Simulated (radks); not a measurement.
Question: The ruthenium ion Ru10+ is in [Ar] 3d10 4s2 4p4. Calculated with a radial shooting solver on a logarithmic mesh with Libxc functionals: scalar-relativistic Kohn-Sham, PBEsol, spin-polarised, spherical densities, finite nucleus; Fermi nuclear charge, rms radius of each element as measured or else 0.836 A^(1/3) + 0.57 fm. Open shells are filled with parallel spins first. One electron is removed from 3p, 3d, 4s, 4p in turn, with full relaxation. Which removal costs least, and what does each cost?

Answer: 4p 220.99 eV; 4s 255.18 eV; 3d 486.38 eV; 3p 658.40 eV. The 4p electron leaves first.
